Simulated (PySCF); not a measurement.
Molecule: `C(=C)(C)[SiH2][SiH2]O[SiH3]`, C3H12OSi3.

Geometry (Å), atoms numbered from 1 in this order:
```xyz
19

C    -2.411    1.093    0.721
C    -2.053   -0.062    0.176
C    -3.077   -1.081   -0.216
Si   -0.245   -0.517   -0.155
Si    1.166    1.204    0.431
O     2.684    0.690    0.145
Si    3.985   -0.264    0.134
H    -1.688    1.840    1.006
H    -3.446    1.347    0.907
H    -2.884   -2.020    0.299
H    -3.011   -1.278   -1.285
H    -4.086   -0.750    0.020
H     0.001   -1.787    0.562
H    -0.170   -0.906   -1.579
H     1.154    1.599    1.847
H     1.094    2.429   -0.374
H     4.909    0.370   -0.801
H     4.511   -0.310    1.497
H     3.557   -1.590   -0.311
```

Frames of a GFN2-xTB Langevin trajectory at 300 K; GIAO PBE0/pcSseg-1 shieldings in PySCF 2.14.0 with density-fitted response routines, gas phase, non-relativistic; equivalent atoms averaged within each frame.

Referencing at the same level of theory: TMS for 13C (σ = 186.93 ppm), 29Si (σ = 349.16 ppm), 1H (σ = 31.72 ppm); H2O for 17O (σ = 336.08 ppm). The references are static minima.

How do the shifts (ppm) fluctuate along the trajectory?

Results:


| time (fs) | C2 | C1 | C3 | Si5 | Si7 | Si4 | O6 | H15/H16 | H9 | H8 |
| --- | --- | --- | --- | --- | --- | --- | --- | --- | --- | --- |
| 250 | 152.8 | 133.5 | 32.3 | -28.6 | -34.8 | -69.7 | -17.5 | 6.42 | 5.78 | 5.43 |
| 425 | 159.6 | 142.8 | 31.8 | -26.9 | -49.3 | -59.4 | -10.0 | 6.07 | 6.45 | 5.05 |
| 625 | 157.2 | 135.2 | 31.6 | -19.6 | -31.5 | -52.8 | 9.9 | 6.67 | 6.12 | 5.52 |
| 800 | 145.3 | 138.4 | 30.3 | -30.5 | -32.2 | -81.4 | -9.9 | 5.57 | 6.03 | 5.87 |
| 1000 | 157.6 | 144.6 | 28.8 | -25.4 | -31.6 | -65.3 | -14.0 | 5.77 | 7.05 | 6.07 |
| mean of frames | 154.5 | 138.9 | 30.9 | -26.2 | -35.9 | -65.7 | -8.3 | 6.10 | 6.29 | 5.59 |
| standard deviation | 5.7 | 4.8 | 1.4 | 4.2 | 7.6 | 10.8 | 10.7 | 0.45 | 0.49 | 0.40 |

5 frames give an uncertainty of the mean of about the standard deviation over 2.2 at best, since frames this close in time may not be independent; classical motion lacks zero-point vibration, and the reference would need the same averaging.
